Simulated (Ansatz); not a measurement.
A nudged elastic band was laid between two geometries of C2H10N2Si (15 atoms, charge 0, multiplicity 1).

All numbers below come from Ansatz 0.2.0, RKS PBE-D4/def2-SVP.

```
movable images  : 5
climbing image  : yes
spring          : 5.0 eV/Å²
optimiser       : quadratic models (default)
start path      : IDPP
force threshold : 0.03 eV/Å
iteration limit : 60
end points      : relaxed
```

First end point:

```xyz
15
Properties=species:S:1:pos:R:3
N -1.223 0.178 1.573
C 0.151 -0.228 1.315
C 0.542 -0.406 -0.174
N -0.360 -1.396 -0.776
Si 0.418 1.231 -1.157
H -1.354 1.166 1.320
H -1.829 -0.353 0.931
H 0.326 -1.210 1.819
H 0.849 0.484 1.804
H 1.629 -0.694 -0.201
H -0.215 -2.317 -0.336
H -0.159 -1.526 -1.774
H 1.384 2.237 -0.586
H 0.786 0.967 -2.596
H -0.968 1.816 -1.134
```

Last end point:

```xyz
15
Properties=species:S:1:pos:R:3
N -0.972 0.516 1.376
C 0.233 -0.289 1.223
C 0.504 -0.463 -0.276
N -0.538 -1.331 -0.850
Si 0.428 1.270 -1.110
H -1.737 0.031 0.884
H -1.248 0.610 2.360
H 0.191 -1.305 1.704
H 1.092 0.240 1.690
H 1.547 -0.852 -0.408
H -0.380 -2.305 -0.556
H -0.488 -1.341 -1.876
H 1.187 2.275 -0.289
H 1.127 1.150 -2.447
H -0.967 1.742 -1.396
```

(1) What changes between the two ends?

(2) Give the energies along the band, and the barrier.

(3) What is the geometry of the highest image?

(4) What are the harmonic wavenumbers there?

The band took 9 iterations and of the order of 2.8 core-minutes.

Answers

(1) No bond is made or broken. The dihedral H7–N1–C2–C3 goes from 41 to 176°.

(2) The run converged. The highest image is number 3 of 0 to 6, 16.9 kJ/mol above the first end and 20.6 kJ/mol above the last; the last end lies 3.8 kJ/mol below the first. A vibrational analysis at the climbing image gives one clearly imaginary mode, 342i cm⁻¹: a first-order saddle point.

```tsv
image	path coordinate (Å)	energy (kJ/mol)	dihedral H7–N1–C2–C3 (°)
0	0.00	0.0	41
1	0.57	2.3	54
2	1.15	10.5	78
3	1.72	16.9	107
4	2.39	6.9	140
5	3.07	-1.9	166
6	3.74	-3.8	176
```

(3) 
```xyz
15
Properties=species:S:1:pos:R:3
N -1.228 0.188 1.542
C 0.144 -0.255 1.280
C 0.518 -0.362 -0.214
N -0.452 -1.209 -0.917
Si 0.561 1.355 -1.070
H -1.667 0.446 0.647
H -1.789 -0.608 1.865
H 0.318 -1.249 1.756
H 0.882 0.428 1.766
H 1.579 -0.732 -0.250
H -0.450 -2.159 -0.516
H -0.192 -1.319 -1.905
H 1.639 2.206 -0.454
H 0.875 1.152 -2.531
H -0.759 2.069 -0.971
```

(4) 342i, 111, 157, 200, 240, 282, 306, 498, 570, 621, 700, 807, 838, 882, 891, 908, 918, 931, 1062, 1091, 1109, 1179, 1240, 1286, 1310, 1349, 1437, 1578, 1602, 2150, 2166, 2174, 2835, 2911, 2941, 3377, 3413, 3475, 3492 cm⁻¹.

Run time: 88 s on 2 threads of Intel(R) Xeon(R) Platinum 8488C (Sapphire Rapids) (shared host), peak memory 0.19 GiB.
